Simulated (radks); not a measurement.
Values are calculated unless marked as measured or tabulated.
Species: Ca+. Configuration: [Ar] 4s1.

Code: a radial shooting solver on a logarithmic mesh with Libxc functionals. Model: non-relativistic Kohn-Sham, LDA (Slater exchange, Perdew-Wang correlation), spin-polarised, spherical densities, point nucleus; open shells are filled with parallel spins first; hard spherical wall at 6 bohr.

Energy parts (hartree):
part                       energy
total                  -675.47805
kinetic                 674.61273
electron-nucleus      -1596.89576
Hartree                 280.81858
exchange-correlation    -34.01361

Orbitals (lengths in bohr, moments of r in powers of bohr; r(90%) holds 90 % of the orbital's charge):
| orbital | occ. | eigenvalue (hartree) | r(90%) |
|---|---|---|---|
| 1s up | 1 | -144.1629 | 0.138 |
| 1s down | 1 | -144.1611 | 0.138 |
| 2s up | 1 | -15.27423 | 0.573 |
| 2s down | 1 | -15.27242 | 0.573 |
| 2p up | 3 | -12.51266 | 0.543 |
| 2p down | 3 | -12.51095 | 0.543 |
| 3s up | 1 | -1.93399 | 1.75 |
| 3s down | 1 | -1.92946 | 1.75 |
| 3p up | 3 | -1.25835 | 1.98 |
| 3p down | 3 | -1.25238 | 1.96 |
| 4s up | 1 | -0.30576 | 4.37 |
| 3d up | 0 | -0.29950 | 3.25 |
| 3d down | 0 | -0.28247 | 3.14 |
| 4s down | 0 | -0.26637 | 4.38 |
| 4p up | 0 | -0.15760 | 4.60 |
| 4p down | 0 | -0.11845 | 4.62 |
| 5s up | 0 | 0.34018 | 5.12 |
| 5s down | 0 | 0.36573 | 5.13 |

The highest occupied level is 4s up at -8.320 eV. Spin moment in Bohr magnetons: 1. The spin density at the nucleus is 3.522 e/bohr^3 (1s 0.034, 2s -0.003, 3s -0.042, 4s 3.532), a Fermi contact field of 185 T. The pressure on the wall is 2.15 GPa.
